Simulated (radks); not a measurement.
Results of a calculation; reference values are marked as such.
Excited configurations of Ni III: one electron is placed in a higher orbital outside [Ar] 3d7. The ground configuration is [Ar] 3d8. Code: a radial shooting solver on a logarithmic mesh with Libxc functionals. Model: scalar-relativistic Kohn-Sham, PBE, spin-polarised, spherical densities, finite nucleus; open shells are filled with parallel spins first; Fermi nuclear charge, rms radius 3.7757 fm. Excitation = E - E(ground); binding = E(ion) - E, where the ion is the core of charge +3; n* = 3/sqrt(2 binding) in atomic units, and the quantum defect is n - n*.

outer orbital  excitation (eV)  binding (eV)     n*  quantum defect  eigenvalue (eV)  <r> (bohr)
4d                      22.947        12.977  3.072           0.928          -10.568       3.864
4f                      27.952         7.972  3.919           0.081           -6.455       5.749
6s                      28.210         7.714  3.984           2.016           -6.720       8.214
6p                      29.248         6.677  4.282           1.718           -5.792       9.207
6f                      32.153         3.771  5.698           0.302           -3.226       14.89
7p                      31.439         4.486  5.225           1.775           -3.927       13.88
7d                      32.341         3.584  5.845           1.155           -3.125       16.88

The Delta-SCF ionisation energy is 35.925 eV (NIST Atomic Spectra Database: 35.19 eV, measured). Self-interaction in the functional shifts the binding energies and quantum defects, so they are the method's values and not measured ones. Open shells are spherical and high-spin; term and fine-structure splittings are not resolved.
